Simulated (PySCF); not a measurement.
C₂H₈O₂Si.

```xyz
13

Si     0.5008     0.1954     0.2789
O      0.4687     1.2902    -0.9780
O      1.8332    -0.7995     0.2288
C     -0.9820    -0.9055     0.0824
C     -2.3109    -0.1562     0.0490
H      0.5108     0.9732     1.5621
H      0.9022     2.1360    -0.8420
H      2.6903    -0.4081     0.4151
H     -0.8287    -1.4754    -0.8509
H     -0.9630    -1.6525     0.8944
H     -3.1623    -0.8384    -0.0996
H     -2.3259     0.5824    -0.7670
H     -2.4917     0.3914     0.9882
```
Charge 0, spin multiplicity 1.

Geometry optimised at PBE0-D3(BJ)/def2-SVP. One conformer was computed; it need not be the lowest.

Level of theory: PySCF with PBE/pcSseg-1. Non-relativistic, no solvent.

Question: Give the absolute GIAO shielding of each atom: isotropic value and principal components (ppm). (The exact figures need the calculation; the answer reports its results.)

Answer: 
```tsv
atom	σ(iso)	σ11	σ22	σ33	span
Si1	344.2	307.1	331.5	393.9	86.8
O2	259.4	212.4	275.3	290.6	78.2
O3	256.2	212.3	276.5	279.8	67.5
C4	171.1	164.6	169.1	179.6	15.0
C5	172.2	165.0	169.0	182.4	17.4
H6	25.9	23.0	23.5	31.1	8.1
H7	29.5	23.1	23.8	41.5	18.4
H8	29.6	22.6	24.3	41.8	19.2
H9	30.4	26.1	29.3	35.7	9.5
H10	30.6	25.7	29.7	36.5	10.9
H11	30.0	25.2	27.6	37.3	12.1
H12	30.1	25.3	29.4	35.6	10.4
H13	30.4	26.3	28.4	36.6	10.3
```
